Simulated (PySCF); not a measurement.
PySCF job for C₂H₃N, SMILES [C-]#[N+]C, PBE0/pcJ-1. Coordinates come from a PBE0-D3(BJ)/def2-TZVP optimisation.

```python
import numpy as np
from pyscf import gto, scf, dft
from pyscf.prop.ssc import rks as ssc

mol = gto.M(
    atom='''
    C    -0.00000000   -0.00000000   -1.09976102
    N     0.00000000    0.00000000    0.30965673
    C    -0.00000000   -0.00000000    1.47376722
    H    -0.88839027    0.51291236   -1.47054477
    H     0.88839027    0.51291236   -1.47054476
    H     0.00000000   -1.02582472   -1.47054476
    ''',
    basis='pcJ-1',
    charge=0,
    spin=0,
    max_memory=1600,
    verbose=3,
)
mf = dft.RKS(mol, xc='pbe0')
mf.grids.level = 3
mf.conv_tol = 1e-10
mf.max_cycle = 100
mf.kernel()
j = ssc.SSC(mf)
j.with_fcsd = True
j.max_cycle_cphf = 80
j.conv_tol = 1e-7
e11 = j.kernel()
```

It prints:

```
converged SCF energy = -132.557486322175
Reduced spin-spin coupling constant K (Hz)
               #0        #1        #2        #3        #4
        0 C    0.00000
        1 N   18.38058   0.00000
        2 C   -4.32089  11.52032   0.00000
        3 H   17.74675  -0.94815   0.29436   0.00000
        4 H   17.74669  -0.94818   0.29438  -0.51472   0.00000
        5 H   17.74673  -0.94813   0.29442  -0.51472  -0.51472
               #5
        5 H    0.00000
Spin-spin coupling constant J (Hz)
               #0        #1        #2        #3        #4
        0 C    0.00000
        1 N   10.42570   0.00000
        2 C   -8.52741   6.53447   0.00000
        3 H  139.25722  -2.13835   2.30982   0.00000
        4 H  139.25678  -2.13842   2.30997 -16.05930   0.00000
        5 H  139.25708  -2.13831   2.31033 -16.05919 -16.05911
               #5
        5 H    0.00000
```

Self-consistency was reached.
